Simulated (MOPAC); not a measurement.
MOPAC input (PM3):

```
PM3 PRECISE GNORM=0.05 LET XYZ UHF MS=0.5 GEO-OK AUX(PRECISION=9) THREADS=1
CH2BCl2

C    -1.84397200 1   -0.36782100 1   -0.04621400 1
B    -0.36002500 1   -0.07181500 1   -0.00902300 1
Cl    0.80604500 1   -1.36302900 1    0.27277100 1
Cl    0.23391300 1    1.57047200 1   -0.24670700 1
H    -2.23450200 1   -1.36811000 1    0.09688300 1
H    -2.58082300 1    0.40758700 1   -0.21756600 1
```

Output:

```
 *******************************************************************************
 **                                                                           **
 **                              MOPAC v23.2.5                                **
 **                                                                           **
 *******************************************************************************
 ** MOPAC's Digital Object Identifier: https://doi.org/10.5281/zenodo.6511958 **
 **                                                                           **
 ** Please cite the open-source release paper for use of this MOPAC version:  **
 ** J. E. Moussa and J. J. P. Stewart (2026)                                  **
 ** MOPAC: An open-source semiempirical molecular orbital program             **
 ** J. Open Source Softw., 11(119), 8025, https://doi.org/10.21105/joss.08025 **
 *******************************************************************************

                              PM3 CALCULATION RESULTS

 *******************************************************************************
 *  PM3        - The PM3 Hamiltonian to be used
 *  GEO-OK     - OVERRIDE INTERATOMIC DISTANCE AND OTHER SAFETY CHECKS
 *  UHF        - UNRESTRICTED HARTREE-FOCK CALCULATION
 *  MS=        - IN MECI, MAGNETIC COMPONENT OF SPIN =  0.5
 *  LET        - OVERRIDE SOME SAFETY CHECKS
 *  PRECISE    - TIGHTER CRITERIA TO BE USED
 *  XYZ        - CARTESIAN COORDINATE SYSTEM TO BE USED
 *  GNORM      - EXIT WHEN GRADIENT NORM DROPS BELOW 0.050
 *  AUX        - OUTPUT AUXILIARY INFORMATION
 *******************************************************************************
PM3 PRECISE GNORM=0.05 LET XYZ UHF MS=0.5 GEO-OK AUX(PRECISION=9) THREADS=1
 CH2BCl2

   ATOM   CHEMICAL          X               Y               Z
  NUMBER   SYMBOL      (ANGSTROMS)     (ANGSTROMS)     (ANGSTROMS)

     1       C         -1.84397200  *  -0.36782100  *  -0.04621400  *
     2       B         -0.36002500  *  -0.07181500  *  -0.00902300  *
     3      Cl          0.80604500  *  -1.36302900  *   0.27277100  *
     4      Cl          0.23391300  *   1.57047200  *  -0.24670700  *
     5       H         -2.23450200  *  -1.36811000  *   0.09688300  *
     6       H         -2.58082300  *   0.40758700  *  -0.21756600  *

          CARTESIAN COORDINATES

    NO.       ATOM           X           Y           Z

     1         C         -1.8440     -0.3678     -0.0462
     2         B         -0.3600     -0.0718     -0.0090
     3        Cl          0.8060     -1.3630      0.2728
     4        Cl          0.2339      1.5705     -0.2467
     5         H         -2.2345     -1.3681      0.0969
     6         H         -2.5808      0.4076     -0.2176

  H: (PM3): J. J. P. STEWART, J. COMP. CHEM. 10, 209 (1989).
  B: (PM3): J. J. P. STEWART, J. MOL. MOD., 10, 155-164 (2004)
  C: (PM3): J. J. P. STEWART, J. COMP. CHEM. 10, 209 (1989).
 Cl: (PM3): J. J. P. STEWART, J. COMP. CHEM. 10, 209 (1989).

           Empirical Formula: C H2 B Cl2  =     6 atoms

      MOLECULAR POINT GROUP   :   C2v

          UHF CALCULATION, NO. OF ALPHA ELECTRONS =   12
                           NO. OF BETA  ELECTRONS =   11

          Geometry optimization using EF

          DIAGONAL MATRIX USED AS START HESSIAN

 CYCLE:     1  GRAD.:    73.456 HEAT: -32.62257
 CYCLE:     2  GRAD.:   113.061 HEAT: -32.54798
 CYCLE:     3  GRAD.:   204.322 HEAT: -24.89516
 CYCLE:     4  GRAD.:    72.077 HEAT: -34.10646
 CYCLE:     5  GRAD.:    91.732 HEAT: -31.21719
 CYCLE:     6  GRAD.:    30.336 HEAT: -36.94717
 CYCLE:     7  GRAD.:    26.383 HEAT: -37.00246
 CYCLE:     8  GRAD.:     1.618 HEAT: -37.33078
 CYCLE:     9  GRAD.:     0.352 HEAT: -37.33227
 CYCLE:    10  GRAD.:     0.053 HEAT: -37.33235
 CYCLE:    11  GRAD.:     0.380 HEAT: -37.33231
 CYCLE:    12  GRAD.:     0.008 HEAT: -37.33235

     GRADIENT =  0.00803 IS LESS THAN CUTOFF =  0.05000

 -------------------------------------------------------------------------------
 PM3 PRECISE GNORM=0.05 LET XYZ UHF MS=0.5 GEO-OK AUX(PRECISION=9) THREADS=1
 CH2BCl2

     GEOMETRY OPTIMISED USING EIGENVECTOR FOLLOWING (EF).
     SCF FIELD WAS ACHIEVED

                              PM3 CALCULATION
                                                       MOPAC v23.2.5 Linux

          FINAL HEAT OF FORMATION =        -37.33235 KCAL/MOL =    -156.19854 KJ/MOL

          COSMO AREA              =        112.15 SQUARE ANGSTROMS
          COSMO VOLUME            =         98.37 CUBIC ANGSTROMS

          GRADIENT NORM           =          0.00803          =       0.00328 PER ATOM
          IONIZATION POTENTIAL    =          9.920017 EV
          ALPHA SOMO LUMO (EV)    =         -9.920  0.501
          BETA  SOMO LUMO (EV)    =        -10.124 -1.599
          NO. OF ALPHA ELECTRONS  =         12
          NO. OF BETA  ELECTRONS  =         11
          MOLECULAR WEIGHT        =         95.7428         POINT GROUP:  C2v

          MOLECULAR DIMENSIONS (Angstroms)

            Atom       Atom       Distance
            H     5   Cl     4     3.75337
            H     6   Cl     3     3.66641
           Cl     4   Cl     3     0.00000

          SCF CALCULATIONS        =         13

   ATOM   CHEMICAL          X               Y               Z
  NUMBER   SYMBOL      (ANGSTROMS)     (ANGSTROMS)     (ANGSTROMS)

     1       C         -1.79229263  *  -0.35751237  *  -0.04491886  *
     2       B         -0.34157787  *  -0.06813810  *  -0.00856012  *
     3      Cl          0.76650001  *  -1.29872466  *   0.25981410  *
     4      Cl          0.22147389  *   1.49579963  *  -0.23505319  *
     5       H         -2.20165923  *  -1.35140613  *   0.09602352  *
     6       H         -2.54416995  *   0.40474662  *  -0.21496488  *

                             CARTESIAN COORDINATES

   1    C       -1.792292629    -0.357512370    -0.044918863
   2    B       -0.341577871    -0.068138105    -0.008560120
   3   Cl        0.766500009    -1.298724659     0.259814095
   4   Cl        0.221473889     1.495799631    -0.235053189
   5    H       -2.201659230    -1.351406132     0.096023522
   6    H       -2.544169945     0.404746615    -0.214964875

           Empirical Formula: C H2 B Cl2  =     6 atoms

      MOLECULAR POINT GROUP   :   C2v

          ALPHA EIGENVALUES
 -56.75287 -55.12275 -29.52012 -18.21310 -15.61776 -14.55114 -13.55990 -12.49674
 -10.38539 -10.37742 -10.26289  -9.92002   0.50080   2.29093   2.34598   3.10608
   4.34526   4.50208

           BETA EIGENVALUES
 -56.48131 -54.86222 -28.32179 -18.06644 -15.38443 -14.35540 -13.06691 -12.40661
 -10.26718 -10.25083 -10.12351  -1.59941   1.86978   2.31373   2.33802   3.72685
   4.71517   4.86236

              NET ATOMIC CHARGES AND DIPOLE CONTRIBUTIONS

  ATOM NO.   TYPE          CHARGE      No. of ELECS.   s-Pop       p-Pop
    1          C          -0.074659        4.0747     1.19139     2.88327
    2          B          -0.384167        3.3842     1.02881     2.35535
    3         Cl           0.150167        6.8498     1.95307     4.89676
    4         Cl           0.150157        6.8498     1.95307     4.89677
    5          H           0.079251        0.9207     0.92075
    6          H           0.079251        0.9207     0.92075
 DIPOLE           X         Y         Z       TOTAL
 POINT-CHG.     0.179     0.036     0.004     0.183
 HYBRID        -0.734    -0.146    -0.018     0.748
 SUM           -0.554    -0.111    -0.014     0.566

          ATOMIC ORBITAL ELECTRON POPULATIONS

     Atom    s        px        py        pz
    1  C   1.19139   0.99432   1.01372   0.87523
    2  B   1.02881   0.88810   0.78854   0.67871
    3 Cl   1.95307   1.63435   1.54763   1.71477
    4 Cl   1.95307   1.87241   1.30416   1.72019
    5  H   0.92075
    6  H   0.92075

                    (SZ)    =    0.500000
                    (S**2)  =    0.769031

          ATOMIC ORBITAL SPIN POPULATIONS

    Atom   Total    s     px     py     pz
         Atomic
    1  C  1.0218  0.060  0.073  0.093  0.796
    2  B -0.0601 -0.019 -0.040 -0.003  0.002
    3 Cl  0.0864  0.000 -0.003  0.002  0.087
    4 Cl  0.0864  0.000 -0.003  0.002  0.087
    5  H -0.0672 -0.067
    6  H -0.0672 -0.067

 **********************
 *                    *
 * JOB ENDED NORMALLY *
 *                    *
 **********************

 == MOPAC DONE ==
```

The geometry given is a B3LYP-D3(BJ)/def2-TZVP minimum.
